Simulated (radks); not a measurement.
The numbers below are computed, except where a source is named.
Coulomb parameter of the 3d shell of the chromium ion Cr3+ in the model configuration [Ar] 3d2 4s1, as a second difference U = [E(n + 0.5) + E(n - 0.5) - 2 E(n)] / (0.5)^2 with all orbitals relaxed. "Bare": the charge of the atom changes with n. "Screened": the 4s shell takes up the change at fixed total charge, which measures U(3d,3d) + U(4s,4s) - 2 U(3d,4s). Level of theory: Dirac Kohn-Sham, PBE, spin-unpolarised, spherical densities, point nucleus; open shells are shared between the two j in proportion to 2j + 1 (a radial shooting solver on a logarithmic mesh with Libxc functionals).

case              configuration  E - E(n) (eV)
start              [Ar] 3d2 4s1          0.000
bare +0.5        [Ar] 3d2.5 4s1        -20.717
bare -0.5        [Ar] 3d1.5 4s1         25.416
screened +0.5  [Ar] 3d2.5 4s0.5         -6.647
screened -0.5  [Ar] 3d1.5 4s1.5          7.807

U(bare) = 18.795 eV, U(screened by 4s) = 4.639 eV.
